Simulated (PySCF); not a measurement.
A PySCF script (with the pyscf-properties extension) for the NMR shieldings of SMILES FB[C@H]1CCC12C=C2, C6H8BF, on a GFN2-xTB geometry:

```python
import basis_set_exchange as bse
import numpy as np
from pyscf import gto, dft
from pyscf.prop import nmr

atoms = """
F    -0.272093    2.648288    1.204729
B    -0.978288    1.643511    0.720156
C    -0.398503    0.190921    0.851162
C    -1.233673   -1.003003    0.335003
C    -0.227677   -1.261133   -0.799666
C     0.640650   -0.136943   -0.255427
C     2.124428   -0.061190   -0.162756
C     1.559318    0.782300   -0.983795
H    -1.973524    1.933923    0.165557
H     0.031816    0.016215    1.840943
H    -2.231323   -0.733515   -0.003520
H    -1.310920   -1.821985    1.046193
H    -0.622480   -1.074705   -1.797890
H     0.241404   -2.244546   -0.788136
H     3.000516   -0.449035    0.296796
H     1.642752    1.579843   -1.680759
"""
names = dict.fromkeys(["F", "B", "C", "H"], "pcSseg-1")
basis = {el: gto.basis.parse(bse.get_basis(n, elements=[el], fmt="nwchem")) for el, n in names.items()}
mol = gto.M(atom=atoms, basis=basis, charge=0, verbose=0)
mf = dft.RKS(mol, xc="PBE0")
mf.grids.level = 2
mf.grids.alignment = dft.numint.BLKSIZE   # the property module wants whole blocks of grid points
mf.conv_tol = 1e-9
mf.kernel()

calc = nmr.RKS(mf)   # GIAO
C = mf.mo_coeff
Co = C[:, mf.mo_occ > 0]
resp = mf.gen_response(singlet=True, hermi=2)
def vind(x):   # induced exchange potential for any number of trial vectors
    d = np.einsum("pi,xij,qj->xpq", C, 2 * x.reshape(-1, C.shape[1], Co.shape[1]), Co, optimize=True)
    return np.einsum("xpq,pi,qj->xij", resp(d - d.transpose(0, 2, 1)), C, Co, optimize=True).ravel()
mo1, _ = nmr.rhf.solve_mo1(calc, with_cphf=vind)
sigma = calc.kernel(mo1)
for i, s in enumerate(sigma):   # ppm
    print("%2d %-2s %9.2f" % (i, mol.atom_pure_symbol(i), np.trace(s) / 3))
```

Problem. What are the results?

Solution. 
```
 0 F     173.72
 1 B      43.34
 2 C     143.68
 3 C     172.75
 4 C     148.57
 5 C     162.36
 6 C      54.08
 7 C      54.05
 8 H      26.11
 9 H      29.46
10 H      29.67
11 H      29.71
12 H      29.30
13 H      29.43
14 H      23.92
15 H      24.08
```

These numbers come from an equivalent density-fitted implementation of the same equations, which agrees with the script to about 0.01 ppm for H and up to a few tenths of a ppm for heavy atoms, so last digits may differ.

Size and cost of the density-fitted run: 176 basis functions, 55 s wall time on 1 thread of an Arm Neoverse N1, shared host; peak memory 0.73 GiB.
